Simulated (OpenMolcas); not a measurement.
Fe4+ (d4) in a complex was computed by CASSCF with the d shell active (OpenMolcas, ANO-RCC-VTZP on the metal). Its lowest spin-free states, and all those of the highest spin:

```json
{"2S+1": "5", "Degeneracy": "1", "E (cm-1)": "0.0"}
{"2S+1": "5", "Degeneracy": "1", "E (cm-1)": "16175"}
{"2S+1": "3", "Degeneracy": "2", "E (cm-1)": "21111"}
{"2S+1": "3", "Degeneracy": "1", "E (cm-1)": "22079"}
{"2S+1": "3", "Degeneracy": "1", "E (cm-1)": "22994"}
{"2S+1": "5", "Degeneracy": "1", "E (cm-1)": "23119"}
{"2S+1": "5", "Degeneracy": "2", "E (cm-1)": "26576"}
{"2S+1": "3", "Degeneracy": "1", "E (cm-1)": "27681"}
{"2S+1": "3", "Degeneracy": "1", "E (cm-1)": "27795"}
{"2S+1": "3", "Degeneracy": "2", "E (cm-1)": "28382"}
{"2S+1": "3", "Degeneracy": "1", "E (cm-1)": "29901"}
{"2S+1": "1", "Degeneracy": "2", "E (cm-1)": "32656"}
```

Task: Is the site octahedral, tetrahedral or cube-like, axial, or of lower symmetry?

Result: The states with 2S+1 = 5 have orbital degeneracies 1, 1, 1, 2. There are pairs but no triples, so the site is axial: not cubic, but with a proper or improper axis of order three or more. The run had Fe4+ with 5 ligands (fluoride) in square pyramidal coordination (C4v) at 1.83 Å, the axial distance 2.068 Å. A charge of +0.2 e stands 2.4 Å behind each ligand. Ligand basis ANO-RCC-VDZP.

Without dynamic correlation the repulsion within the d shell is too large (B by tens of per cent), so at a given field states of lower spin stand too high. CASSCF with metal d orbitals alone favours high spin, so a ground state of lower spin is not ruled out. The least metal-like active orbital is 73 % on the metal (Löwdin) and no ligand orbital is active, so the numbers are rough. Ligand-to-metal charge-transfer states are missing. With no ligand orbital active B as a rule stays too high, so bands that hang on it stand too high and its fall with covalency is understated. With metal d orbitals alone and no dynamic correlation the field as a rule comes out too small, by tens of per cent, by up to half for chloride and softer ligands. No measured value stands beside these numbers; the geometry is a model, was not optimised and need not be the one that this ion takes.
